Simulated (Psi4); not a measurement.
F4Ti (SMILES [F][Ti]([F])([F])[F]), singlet, at a GFN2-xTB geometry (such geometries of metal compounds can be far from the true shape). Base run: PBE0/def2-SVP (Psi4 1.11).

Here is a job for Psi4.
```
memory 2 GB

molecule mol {
0 1
  Ti   -0.000000    0.000000   -0.000000
  F     1.096059    0.788255   -1.020066
  F     0.839422   -1.055730    1.021778
  F    -1.106691   -0.877685   -0.931735
  F    -0.828790    1.145160    0.930023
}

set basis def2-svp
set reference rks

energy('pbe0')
print_variables()
```

Variants of this job, named by their change:

```
change                               ΔE vs base (µEh)  SCF cycles  grid points  basis functions
-----------------------------------  ----------------  ----------  -----------  ---------------
base                                              0.0           9       110141               87
scf_type = disk_df                                0.0           9       110141               87
dft_basis_tolerance = 1e-8                        0.0           9       109515               87
basis_guess = sto-3g                              0.0           8       110141               87
dft_spherical_points = 434                      -19.5           9       158214               87
df_basis_scf = def2-universal-jkfit               0.0           9       110141               87
e_convergence = 1e-8                              0.0          10       110141               87
dft_radial_scheme = multiexp                      185           9       112977               87
dft_spherical_points = 590                      -20.7           9       214473               87
dft_radial_scheme = mura                          1.8           9       110561               87
guess = gwh                                       0.0          11       110141               87
dft_radial_scheme = becke                         113           9        98797               87
guess = sap                                       0.0           9       110141               87
```
